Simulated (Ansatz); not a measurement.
**HfF4 (SMILES F[Hf](F)(F)F): methods side by side**

HfF4 has 5 atoms, charge 0, and is taken as a singlet. As SMILES, `F[Hf](F)(F)F`. Geometry: optimised at PBE0/def2-SVP.

Quantity: the adiabatic electron affinity (to the doublet anion, shapes relaxed at PBE0/def2-SVP, no zero-point term), in eV. The values are calculated.

The electron affinity is E(neutral) − E(anion): positive where the electron is bound.

```tsv
level	kind	program	value (eV)	less CCSD(T)/def2-SVP
SVWN5/def2-SVP (core potential)	LDA	Ansatz	0.37	+0.19
BLYP/def2-SVP (core potential)	GGA	Ansatz	0.28	+0.10
r2SCAN/def2-SVP (core potential)	meta-GGA	Ansatz	0.43	+0.25
PBE0-D4/def2-SVP (core potential)	global hybrid	Ansatz	0.42	+0.24
wB97M-V/def2-SVP (core potential)	range-separated hybrid	Ansatz	0.33	+0.15
B2PLYP/def2-SVP (core potential)	double hybrid	Ansatz	0.29	+0.11
RPA@PBE/def2-SVP (core potential)	RPA	Ansatz	0.36	+0.18
MP2/def2-SVP (core potential)	perturbation theory	Ansatz	0.05	-0.13
CCSD(T)/def2-SVP (core potential)	coupled cluster or CI	Ansatz	0.18	0.00
```

Differences are taken from CCSD(T)/def2-SVP (core potential) for orientation; it has basis-set and higher-order errors of its own. Spin-orbit coupling, which can split open shells on such heavy atoms by tenths of an eV, is left out. The values span 0.05 to 0.43 eV.
